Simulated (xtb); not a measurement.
ClGaH2S2, SMILES [SH][Ga]([SH])[Cl]. All values are semi-empirical tight-binding results from xtb (GFN2-xTB unless named), good for trends rather than for accurate numbers. Geometry optimised at GFN2-xTB. One conformer was computed; it need not be the lowest.

Optimised geometry:

```xyz
6

Ga    -0.0450    -0.0262    -0.0116
Cl    -1.8649    -1.0098    -0.2859
S      0.1008     2.1703    -0.4575
H      1.4335     2.1777    -0.4297
S      1.7270    -1.1777     0.7450
H      2.4203    -0.0801     1.0478
```

For metal compounds this method's bond lengths and energies can be far off.

Computed properties:
The point group as xtb finds it is C2 and the orbital gap comes out as 3.26 eV. The zero-point energy is 10.9 kcal/mol and the G − E(el) at 298.15 K (modified RRHO) is -10.1 kcal/mol.

Computed atomic charges and the Wiberg bond orders between heavy atoms:
charges (e) Ga1 0.07, Cl2 -0.06, S3 -0.21, H4 0.20, S5 -0.21, H6 0.20. Bond orders Ga1–Cl2 1.30, Ga1–S3 1.07, Ga1–S5 1.07.
